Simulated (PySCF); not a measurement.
Species: C₄H₁₁As.
Atom-mapped SMILES: `[CH3:1][CH:2]([CH3:3])[CH2:4][AsH2:5]` (hydrogens: H6, H7, H8 on C1; H9 on C2; H10, H11, H12 on C3; H13, H14 on C4; H15, H16 on As5)

Geometry (PBE0-D3(BJ)/def2-SVP, Å), atoms numbered from 1 in this order:
```
atom  x, y, z in Å
C1    -1.2356   -0.4470    1.3230
C2    -0.2546   -0.3929    0.1552
C3    -0.9670    0.0005   -1.1347
C4     0.9095    0.5419    0.4866
As5    2.3255    0.5880   -0.9057
H6    -2.0573   -1.1524    1.1223
H7    -1.6838    0.5444    1.5034
H8    -0.7392   -0.7631    2.2536
H9     0.1599   -1.4098    0.0194
H10   -1.3881    1.0167   -1.0529
H11   -0.2886   -0.0064   -2.0021
H12   -1.7974   -0.6879   -1.3547
H13    1.3627    0.2630    1.4489
H14    0.5408    1.5774    0.5888
H15    3.3867    1.2007    0.0040
H16    2.8296   -0.8277   -0.6285
```

Theory: PySCF, PBE0-D3(BJ)/def2-SVP geometry optimisation, gas phase.

Take the most abundant isotopes and a rigid rotor. The values belong to one conformer with, in the numbering `[CH3:1][CH:2]([CH3:3])[CH2:4][AsH2:5]`, C1–C2–C4–As5 176°, C2–C4–As5–H -162° and -70°.

Problem. Give the principal moments of inertia and the rotational constants in MHz.

Solution. Ia = 70.80, Ib = 368.79, Ic = 414.18 u·Å²; 505379 MHz·u·Å²/I gives A = 7138, B = 1370, C = 1220 MHz.

Problem. Classify the top.

Solution. A near-prolate asymmetric top; Ray's κ = -0.949.

Problem. What does the inertial defect say?

Solution. Not planar: Δ = Ic − Ia − Ib = -25.40 u·Å². For a rigid frame Δ = −2 Σ m c², so Σ m c² = 12.70 u·Å² lies off the ab plane: 9.71 from hydrogen and 2.99 from heavier atoms. The atom farthest from that plane is 1.49 Å away.

Problem. Give the other two planar moments, Paa and Pbb, and the rms extents of the mass along the axes.

Solution. Paa = Σ m a² = (Ib + Ic − Ia)/2 = 356.09 and Pbb = Σ m b² = (Ia + Ic − Ib)/2 = 58.09 u·Å². With the mass M = 134.01 u, the rms extents √(P/M) along a, b and c are 1.63, 0.66, 0.31 Å.

Problem. Which types of transition are allowed, and where do some lines up to J = 5 fall?

Solution. The dipole components are |μa| = 0.91 D, |μb| = 0.61 D, |μc| = 0.06 D. Intensities carry the squares of the components, which stand as 1.00 : 0.44 : 0.00 (a : b : c). Some lines, for components of 0.1 D or more:

```tsv
type	branch	J(Ka,Kc)	MHz	lower level (cm⁻¹)
a	Q	4(1,3) ← 4(1,4)	1502	1.034
b	R	3(0,3) ← 2(1,2)	2139	0.447
b	R	4(0,4) ← 3(1,3)	4928	0.698
b	Q	1(1,0) ← 1(0,1)	5918	0.086
b	Q	4(1,3) ← 4(0,4)	6630	0.863
a	R	3(2,2) ← 2(2,1)	7772	1.039
a	R	4(1,4) ← 3(1,3)	10056	0.698
a	R	4(0,4) ← 3(0,3)	10333	0.518
a	R	4(2,2) ← 3(2,1)	10389	1.299
a	R	4(1,3) ← 3(1,2)	10657	0.728
b	R	2(1,2) ← 1(0,1)	10799	0.086
b	R	3(1,3) ← 2(0,2)	13165	0.259
b	R	4(1,4) ← 3(0,3)	15461	0.518
b	Q	5(2,3) ← 5(1,4)	16516	1.528
b	Q	4(2,2) ← 4(1,3)	16827	1.084
b	Q	3(2,2) ← 3(1,3)	17982	0.698
b	Q	5(2,4) ← 5(1,5)	18667	1.453
b	R	2(2,1) ← 1(1,0)	22635	0.284
b	Q	5(3,2) ← 5(2,3)	29142	2.079
b	Q	3(3,1) ← 3(2,2)	29218	1.298
b	Q	5(3,3) ← 5(2,4)	29241	2.076
b	R	3(3,1) ← 2(2,0)	36986	1.039
b	R	3(3,0) ← 2(2,1)	36989	1.039
b	R	4(3,2) ← 3(2,1)	39571	1.299
b	R	4(3,1) ← 3(2,2)	39586	1.298
b	Q	4(4,1) ← 4(3,2)	40897	2.619
b	R	5(4,1) ← 4(3,2)	53856	2.619
b	R	5(5,0) ← 4(4,1)	65542	3.983
```

PBE0-D3(BJ)/def2-SVP frequencies: not computed here. These are rigid-rotor constants of the computed structure; measured ground-state constants (B0) also hold zero-point vibration. A rigid rotor knows nothing of internal rotation, which can split or shift real lines. Quadrupole hyperfine structure (75As) is left out.

The run took 54 s wall on one thread of an Arm Neoverse N1, on a shared host. These figures are those of the optimisation.
